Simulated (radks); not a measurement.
Values are calculated unless marked as measured or tabulated.
Effect of the nuclear size on neutral nickel, [Ar] 3d8 4s2. Level of theory: Dirac Kohn-Sham, PBE, spin-unpolarised, spherical densities, finite nucleus; open shells fill j = l - 1/2 first; Fermi nuclear charge, rms radius 3.7757 fm (a radial shooting solver on a logarithmic mesh with Libxc functionals). The rms radius is varied about that value; shifts are against it.

rms radius (fm)	total energy shift (eV)	density at nucleus (e/bohr^3)	1s1/2 shift (meV)	2s1/2 shift (meV)	2p1/2 shift (meV)	3s1/2 shift (meV)
3.2056	-0.0442	1.977e+04	-18.8	-1.74	0.167	-0.249
3.4095	-0.0292	1.971e+04	-12.4	-1.15	0.110	-0.164
3.7757	0	1.961e+04	0.000	0.000	0.000	0.000
3.9418	0.0142	1.957e+04	6.01	0.558	-0.053	0.080
4.3949	0.0558	1.947e+04	23.7	2.20	-0.210	0.314

Slopes of the eigenvalues against <r^2> in GHz/fm^2, as finite differences over the two radii next to the reference (eigenvalue slopes, not the field-shift constants of lines): 1s1/2 1140, 2s1/2 106, 2p1/2 -10.1, 3s1/2 15.1.
